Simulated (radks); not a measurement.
The numbers below are computed, except where a source is named.
All-electron atom: Ge2+ in [Ar] 3d10 4s1 7s1 (not the ground configuration). Level of theory: Dirac Kohn-Sham, LDA (Slater exchange, Perdew-Wang correlation), spin-unpolarised, spherical densities, finite nucleus; Fermi nuclear charge, rms radius 4.0742 fm (a radial shooting solver on a logarithmic mesh with Libxc functionals).

Radial electron density D(r) = 4 pi r^2 rho(r):

r (bohr),D(r) (e/bohr)
0.005618,6.936
0.006593,8.897
0.007737,11.29
0.009079,14.15
0.01065,17.47
0.0125,21.20
0.01467,25.22
0.01722,29.31
0.02021,33.17
0.02371,36.40
0.02783,38.60
0.03239,39.43
0.03801,38.85
0.04461,37.00
0.05235,34.53
0.06143,32.45
0.07209,31.87
0.0846,33.52
0.09928,37.27
0.1165,41.85
0.1367,45.17
0.1604,45.18
0.1883,41.11
0.221,34.16
0.2572,27.53
0.3019,23.38
0.3542,23.35
0.4157,26.06
0.4878,28.44
0.5725,27.92
0.6718,23.97
0.7884,17.98
0.9252,11.94
1.086,7.208
1.274,4.130
1.495,2.360
1.755,1.370
2.043,0.8038
2.397,0.4318
2.813,0.2177
3.301,0.1013
3.874,0.03164
4.546,0.003322
5.335,0.02880
6.26,0.06453
7.346,0.04070
8.621,0.0004049
10.12,0.04223
11.87,0.1313
13.82,0.1345
16.22,0.06108
19.03,0.01259
22.34,0.001183

D(r) has 5 maxima, at r = 0.0329, 0.148, 0.516, 6.41, 12.9 bohr, and minima at 0.0698, 0.327, 4.55 bohr, inside which lie 2.10, 10.99, 29.06 electrons.
